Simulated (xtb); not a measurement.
AlI$_{2}$, doublet, geometry from GFN2-xTB (such geometries of metal compounds can be far from the true shape) (the spin is typed, not shown lowest). Base run: GFN2-xTB run with xtb.

Geometry (Å):
```xyz
3

Al     0.0000     0.0000     0.0000
I      0.0000     0.0000     2.5901
I      0.0000     0.0000    -2.5901
```
Charge 0, spin multiplicity 2.
All else is at xtb's defaults.
Base energy -8.75964 Eh.

Each row names what was changed in the base input (with any setting that the change needs).

```
change        ΔE vs base (kcal/mol)  G_solv (kcal/mol)  SCF cycles
------------  ---------------------  -----------------  ----------
base                          0.000                  -          13
gbsa = thf                    -7.39              -7.47          13
alpb = chcl3                  -9.99             -10.18          13
alpb = dmso                  -10.47             -10.51          14
acc = 1000                    0.008                  -           6
acc = 30                      0.000                  -          10
alpb = thf                    -8.13              -8.17          14
etemp = 5000                  -3.27                  -          13
```

ALPB and GBSA are two models with their own fitted parameters for each solvent, which aren't always the measured dielectric constant.
